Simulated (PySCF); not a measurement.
A structure optimised at PBE-D3(BJ)/def2-SVP, used in a PySCF frequency run:

```xyz
12

B      0.0000     0.0000     0.4036
C      0.0000     0.0000    -1.1293
C      0.0000     0.0000    -2.3611
H      0.0000     0.0000    -3.4432
C      0.0137     1.3738     1.1761
H      0.4311     1.3016     2.2008
H     -1.0593     1.6579     1.2999
H      0.4898     2.2090     0.6264
C     -0.0137    -1.3738     1.1761
H     -0.4311    -1.3016     2.2008
H      1.0593    -1.6579     1.2999
H     -0.4898    -2.2090     0.6264
```
Charge 0, spin multiplicity 1.

Question: Write its SMILES, formula and point group.

Answer: C#CB(C)C, C₄H₇B, C2

Question: What are its rotational constants (standard atomic weights)?

Answer: 7.5140, 3.4614, 2.4413 GHz
